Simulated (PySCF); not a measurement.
Acid–base and redox partners of [SiH3]N[SiH3]. All species are isolated molecules in the gas phase. One relaxed conformer stands for each flexible species; it need not be the lowest. Strings in code marks are SMILES.

Quantity: electronic energy of isomers of H6NSi2 (charge -1) relative to `[SiH3][N-][SiH3]`, in kcal/mol.

Case: `[SiH2-]N[SiH3]` (not the most acidic site). Geometry of `[SiH2-]N[SiH3]` (charge -1, multiplicity 1, Å):

```xyz
9

Si    -1.9564     0.3934    -0.0025
N     -0.1898     0.8698    -0.1579
Si     1.1223    -0.1816    -0.0078
H     -1.8401    -0.4423     1.2940
H     -1.9180    -0.8683    -0.8968
H     -0.0135     1.8394    -0.3543
H      2.4315     0.5489    -0.1951
H      1.2249    -0.8585     1.3264
H      1.1391    -1.3008    -1.0059
```

### Question
Predict the electronic energy of isomers of H6NSi2 (charge -1) relative to `[SiH3][N-][SiH3]` from PBE-D3(BJ)/def2-TZVPD // PBE0-D3(BJ)/def2-TZVPD (PySCF).

### Answer
15.1 kcal/mol.
